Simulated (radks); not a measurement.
Neutral lithium inside a hard spherical wall (all orbitals vanish at R), configuration held at [He] 2s1 and not refilled when levels cross. All-electron calculation, non-relativistic Kohn-Sham, LDA (Slater exchange, VWN5 correlation), spin-polarised, spherical densities, point nucleus; open shells are filled with parallel spins first. Program: a radial shooting solver on a logarithmic mesh with Libxc functionals. Eigenvalues in eV for spin up, with the zero of energy where the potential of the charges vanishes at infinity; a dash marks a level that is unbound or too diffuse for the functional's potential to be trusted. A positive occupied level is held by the wall or, in an anion where self-interaction has pushed it up, behind a barrier. The pressure on the wall is -dE/dV.

| R (bohr) | E (hartree) | kinetic (hartree) | e(1s) | e(2s) | e(2p, empty) | e(3s, empty) | pressure (GPa) |
|---|---|---|---|---|---|---|---|
| free | -7.34396 | 7.250 | -51.019 | -3.165 | -1.339 | -0.055 | 0 |
| 10 | -7.34269 | 7.260 | -50.864 | -3.068 | -1.142 | 2.271 | 0.0261 |
| 7 | -7.32760 | 7.328 | -50.002 | -2.348 | -0.125 | 7.883 | 0.651 |
| 6 | -7.30625 | 7.400 | -49.270 | -1.515 | 0.868 | 12.698 | 2.06 |
| 5 | -7.25539 | 7.545 | -48.083 | 0.275 | 2.758 | 21.540 | 7.25 |
| 3.5 | -6.98350 | 8.175 | -44.604 | 8.920 | 10.237 | 55.965 | 70.6 |
| 3 | -6.72777 | 8.704 | -42.504 | 16.669 | 16.020 | 82.560 | 181 |
| 2 | -5.10479 | 11.754 | -33.426 | 62.924 | 45.645 | 218.59 | 1980 |
